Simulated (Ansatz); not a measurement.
Molecule: C2H8NSi, net charge 0, doublet state. It need not be the lowest isomer of its formula. 
Coordinates optimised at B3LYP-D3(BJ)/def2-TZVP (Ansatz, a first-principles code):
```xyz
12

Si     0.3981     0.0729    -0.1710
C     -0.6279    -1.0339    -1.3012
C     -0.4908     1.6976     0.1833
N      0.5568    -0.7603     1.3476
H     -0.7637    -0.5680    -2.2789
H     -1.6144    -1.2104    -0.8614
H     -0.1464    -2.0010    -1.4590
H     -1.4784     1.5011     0.6122
H     -0.6210     2.2748    -0.7339
H      0.0701     2.3157     0.8870
H      0.9338    -0.2704     2.1457
H      0.8610    -1.7229     1.3563
```
Charge 0, spin multiplicity 2.

Parts of the frozen-core correlation energy in cc-pV(D+d)Z (Ansatz, hartree). Frozen orbitals: 8; correlated occupied orbitals by spin: 13 and 12; virtual: 84 and 85. UHF or UKS for open shells. No spin-orbit coupling. No relativistic terms.

```tsv
term	value
reference (HF)	-423.79259
MP2 opposite-spin	-0.42163
MP2 same-spin	[?]
CCSD correlation	[?]
(T)	[?]
T1 diagnostic	0.012
largest doubles amplitude	0.031
<S^2> of the reference	0.754
```

What belongs in the gaps?


- MP2 same-spin, value: -0.12670
- CCSD correlation, value: -0.60315
- (T), value: -0.01650
